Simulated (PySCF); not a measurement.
Species: C5H3NS.
Structure used (PBE0-D3(BJ)/def2-SVP), in Å, numbered top down from 1:
```
atom  x, y, z in Å
C1     2.7617   -0.6253    0.3927
C2     1.5770   -0.4482    0.1966
C3     0.1990   -0.2414   -0.0304
C4    -0.4330    0.8566   -0.5815
N5    -1.7838    0.7777   -0.6757
C6    -2.2161   -0.3557   -0.2110
S7    -0.9999   -1.4256    0.3834
H8     3.8107   -0.7799    0.5658
H9     0.0960    1.7457   -0.9276
H10   -3.2696   -0.6447   -0.1837
```

Level: CAM-B3LYP/def2-SVPD in PySCF, non-relativistic, on one gas-phase PBE0-D3(BJ)/def2-SVP geometry that isn't relaxed in the solvent. The solvent is an IEF-PCM continuum (cavity from Bondi-type radii × 1.2), and excitations are vertical TDDFT with non-equilibrium linear response and a frozen core. Specific hydrogen bonds and non-electrostatic terms are outside this model.

| run | E − E(gas) (kcal/mol) | HOMO (eV) | HOMO–LUMO gap (eV) | dipole (D) | lowest singlet (eV) | static polarisability (au) |
| --- | --- | --- | --- | --- | --- | --- |
| gas | 0.00 | -8.26 | 7.68 | 1.37 | 4.94 | 83.0 |
| P | -5.09 | -8.24 | 7.71 | 1.87 | 4.89 | 114.6 |
| Q | -5.28 | -8.24 | 7.71 | 1.89 | 4.89 | 115.9 |

Problem. The runs were made in acetone and acetonitrile. Which run belongs to which solvent?

Solution. P = acetone, Q = acetonitrile. The dielectric constants are 20.49 (acetone), 35.69 (acetonitrile), and the energy falls further as ε rises. The optical constants n² used for the excitations are 1.85, 1.81 in the same order. In this model the ground state sees the solvent through ε alone.

Problem. How constant is the ratio of the lowering to (ε − 1)/(2ε + 1)?

Solution. 
```csv
solvent,(ε − 1)/(2ε + 1),E − E(gas) (kcal/mol),ratio (kcal/mol),polarisation term (kcal/mol)
acetone,0.464,-5.09,-11.0,-5.85
acetonitrile,0.479,-5.28,-11.0,-6.10
```

The ratio changes by +0.5 % in size from acetone to acetonitrile. The polarisation term is half the interaction of the solute with the induced surface charges.
